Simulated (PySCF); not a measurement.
## Electronic structure of Tc²⁺ (technetium, charge +2) at the UHF level

Configuration: [Kr] 4d5, high-spin 6S determinant. Calculation: PySCF 2.14, in x2c-SVPall; the spin-free X2C one-electron Hamiltonian (Gaussian nucleus).

- Total energy: -4281.920933 hartree
- One-electron energy: -5880.7555 hartree
- Hartree (Coulomb) energy: 1726.1765 hartree
- Exchange energy: -127.3420 hartree
- ⟨S²⟩: 8.7510
- ⟨L²⟩: 0.000
- Sum of ⟨r⟩: 25.58 bohr
- Sum of ⟨r²⟩: 30.73 bohr²
- Langevin diamagnetic susceptibility: -24.3 ×10⁻⁶ cm³/mol
- Time after the integrals: 0.2 s of wall time on 1 thread of Neoverse-V1 (shared host)

```csv
shell,electrons,mean orbital energy (eV),"rms radius, mean of both spins (bohr)"
1s β,1,-21168.8,0.0394
1s α,1,-21168.8,0.0394
2s α,1,-3109.6,0.162
2s β,1,-3108.4,0.162
2p α,3,-2779.5,0.144
2p β,3,-2778.3,0.144
3s α,1,-588.30,0.441
3s β,1,-587.63,0.441
3p α,3,-476.71,0.447
3p β,3,-475.92,0.447
3d α,5,-296.24,0.435
3d β,5,-294.46,0.435
4s α,1,-109.35,1.13
4s β,1,-101.84,1.13
4p α,3,-77.060,1.26
4p β,3,-67.253,1.26
4d α,5,-29.990,1.73
```

Densities and radii are taken from the X2C orbitals without a picture-change correction, which distorts them close to the nucleus.
